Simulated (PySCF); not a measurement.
Input file for PySCF: U-HF/LANL2DZ on BrF, a point of a bond scan (R = 1.952 Å).

```python
from pyscf import gto, scf, dft, mp
from pyscf.data.elements import chemcore

mol = gto.M(
    atom='''
    Br   -0.00000000   -0.00000000   -0.36293761
    F     0.00000000    0.00000000    1.58886022
    ''',
    basis='lanl2dz',
    ecp={'Br': 'lanl2dz'},
    charge=0, spin=0, verbose=3, max_memory=1800)
mf = scf.UHF(mol)
mf.conv_tol = 1e-8
mf.max_cycle = 100
mf.init_guess_breaksym = True
mf.kernel()
if not mf.converged:
    mf = mf.newton().run(mf.mo_coeff, mf.mo_occ)
for _ in range(4):
    mo, _, stable, _ = mf.stability(return_status=True)
    if stable:
        break
    mf.kernel(mf.make_rdm1(mo, mf.mo_occ))
```

Program output:

```
converged SCF energy = -112.290031441697  <S^2> = 6.5452532e-11  2S+1 = 1
<class 'pyscf.scf.uhf.UHF'> wavefunction has an internal instability
converged SCF energy = -112.29722490973  <S^2> = 0.38296521  2S+1 = 1.5911822
<class 'pyscf.scf.uhf.UHF'> wavefunction is stable in the internal stability analysis
```

Self-consistency was reached. Its determinant has ⟨S²⟩ = 0.38, a mixture of spin states.

Cost: roughly 0.17 core-seconds.
